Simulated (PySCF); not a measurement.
# Re (rhenium, neutral) across methods

[Xe] 4f14 5d5 6s1 6p1, high-spin 8P determinant (an excited configuration). Calculation: PySCF 2.14, in aug-cc-pVQZ-PP with ECP60MDF; scalar relativity through the core potential.

```tsv
method	E (hartree)	mean ε 5d α (eV)	mean ε 6s α (eV)	mean ε 6p α (eV)	Σ⟨r²⟩ (bohr²)	⟨S²⟩
PBE	-78.4085	-7.962	-7.607	-2.494	65.20	15.751
PBE0	-78.3801	-9.397	-8.613	-3.182	64.36	15.751
PW91	-78.4490	-8.003	-7.653	-2.532	65.09	15.751
PBEsol	-78.2829	-7.886	-7.915	-2.492	64.79	15.751
LDA	-78.2112	-7.963	-8.042	-2.593	64.92	15.750
r2SCAN	-78.4364	-8.340	-8.028	-2.621	63.97	15.752
UHF	-77.79891	-13.275	-10.936	-5.087	64.05	15.754
r2SCAN0	-78.3920	-9.700	-8.928	-3.258	63.69	15.752
```

Energies and moments cover only the electrons outside the core potential. Spin-orbit coupling, absent here, splits the open shell strongly.
